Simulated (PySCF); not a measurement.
How methods differ on the interval between two levels of Te

Te [Kr] 4d10 5s2 5p4 [3P2, M_J = 2] → Te [Kr] 4d10 5s2 5p3 6s1 [5S2, M_J = 2], as a difference of total energies. All numbers are calculated (PySCF 2.14, the two-component X2C-1e Hamiltonian, in x2c-TZVPall-2c with one added diffuse shell each of s, p, d, f type (9s10p6d3f, 90 functions)). Correlated levels: [Ar] 3d10 frozen; the 6 highest virtual spinors dropped. "Screened" scales the spin-orbit matrix elements by Boettger's factors to mimic the two-electron term; Breit and QED terms are absent.

| method | interval between two levels (cm⁻¹) |
| --- | --- |
| GHF (spin-free) | 40055 |
| GMP2 (spin-free) | 42870 |
| GHF (screened spin-orbit) | 42154 |
| GMP2 (screened spin-orbit) | 44833 |

The spin-free rows relax to the high-spin LS determinant and lack the spin-orbit shift.

Errors of the correlated levels include the incompleteness of this basis and the frozen core.

The labels give the starting determinants; with spin-orbit coupling the two ends relaxed to ⟨J²⟩ = 6.03, ⟨L²⟩ = 2.29, ⟨S²⟩ = 1.90 and ⟨J²⟩ = 6.00, ⟨L²⟩ = 0.09, ⟨S²⟩ = 5.89.

The promoted electron is Rydberg-like, and one or two diffuse shells describe it only roughly, which tends to raise the upper state.

For comparison: 44253 cm⁻¹ (measured; NIST Handbook of Basic Atomic Spectroscopic Data (Sansonetti and Martin, J. Phys. Chem. Ref. Data 34, 1559 (2005))).
